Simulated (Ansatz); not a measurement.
Other settings, tried on phenacyltetrahydrothiophenium tetrafluoroborate (C12H15BF4OS).

```yaml
crystal:
  periodic: [false, false, false]
  atoms:
    - {symbol: F, position_ang: [-3.219029, 2.164946, -0.396286]}
    - {symbol: B, position_ang: [-4.628050, 1.785660, -0.267838]}
    - {symbol: F, position_ang: [-4.930011, 0.958254, -1.376107]}
    - {symbol: F, position_ang: [-4.730217, 1.014652, 0.916671]}
    - {symbol: F, position_ang: [-5.403297, 2.918990, -0.231546]}
    - {symbol: O, position_ang: [1.301117, 1.693453, 0.234474]}
    - {symbol: C, position_ang: [1.420857, 0.515914, 0.561447]}
    - {symbol: C, position_ang: [0.194647, -0.395517, 0.501747]}
    - {symbol: S, position_ang: [-1.295073, 0.642740, 0.191010]}
    - {symbol: C, position_ang: [-2.506152, -0.724735, -0.088556]}
    - {symbol: C, position_ang: [-2.389508, -1.099604, -1.567054]}
    - {symbol: C, position_ang: [-2.144969, 0.197442, -2.349128]}
    - {symbol: C, position_ang: [-1.079247, 1.015187, -1.613822]}
    - {symbol: C, position_ang: [2.716270, -0.063404, 1.009687]}
    - {symbol: C, position_ang: [3.832367, 0.800378, 1.079464]}
    - {symbol: C, position_ang: [5.074838, 0.312192, 1.492986]}
    - {symbol: C, position_ang: [5.217275, -1.043647, 1.838486]}
    - {symbol: C, position_ang: [4.114466, -1.910591, 1.769565]}
    - {symbol: C, position_ang: [2.867143, -1.424083, 1.358259]}
    - {symbol: H, position_ang: [0.019878, -0.907449, 1.470224]}
    - {symbol: H, position_ang: [0.299965, -1.175420, -0.281177]}
    - {symbol: H, position_ang: [-2.257988, -1.537083, 0.621720]}
    - {symbol: H, position_ang: [-3.483168, -0.278179, 0.193695]}
    - {symbol: H, position_ang: [-1.567274, -1.832461, -1.724883]}
    - {symbol: H, position_ang: [-3.333194, -1.582072, -1.891470]}
    - {symbol: H, position_ang: [-3.090602, 0.771080, -2.371179]}
    - {symbol: H, position_ang: [-1.813324, -0.001392, -3.388409]}
    - {symbol: H, position_ang: [-0.034825, 0.747323, -1.862470]}
    - {symbol: H, position_ang: [-1.218698, 2.107136, -1.695352]}
    - {symbol: H, position_ang: [3.689026, 1.855167, 0.802243]}
    - {symbol: H, position_ang: [5.940674, 0.988781, 1.548722]}
    - {symbol: H, position_ang: [6.195703, -1.427721, 2.164866]}
    - {symbol: H, position_ang: [4.228093, -2.970944, 2.039987]}
    - {symbol: H, position_ang: [2.012336, -2.114982, 1.310044]}
basis:
  gaussian: {orbitals: pcseg-2, fitting: {mean_field: def2-universal-jkfit}}
magnetization: {spin_polarized: true, initial_magnetization: 0}
hamiltonian: {xc: {name: r2SCAN}, dispersion: d4}
scf: {omitted_lower_state_checks: [starts]}
```

```sh
$ ansatz run in.yaml --threads 2 --pin off --events-out ev --progress --plain --max-ram 31744MiB --backend cuda --devices 0, --max-vram 18GiB
```

It prints (some lines left out):

```
Functional definition: r2SCAN
1758 factors; integrals over basis functions are off by at most 1.0e0 eV
mean field evaluation 1: about -37083.6234 eV, gradient 8.9e1 eV
mean field evaluation 2: about -37037.3933 eV, gradient 1.3e2 eV
mean field evaluation 4: about -37116.3776 eV, gradient 1.3e1 eV
mean field evaluation 8: about -37117.2070 eV, gradient 2.6e-1 eV
mean field evaluation 16: about -37117.2217 eV, gradient 6.8e-4 eV
mean field -37117.22170721 eV, -1364.0327387834 hartree, gradient 7.6e-5 eV, S^2 0.000000; 0 other end points of the search recorded, 0 dependent functions left out
reference -37117.22174139 eV, -1364.0327400394 hartree; 76, 76 occupied and 708, 708 virtual orbitals, 1758 factors
Total energy: -37117.55299534 eV, -1364.0449133976 hartree
Checks for a lower state left out: starts
```

Run time 6.5 s (2 threads of AMD EPYC 7R13 on a shared host and a share (18 GiB) of an NVIDIA H100 80GB HBM3), peak host memory 1.5 GiB.
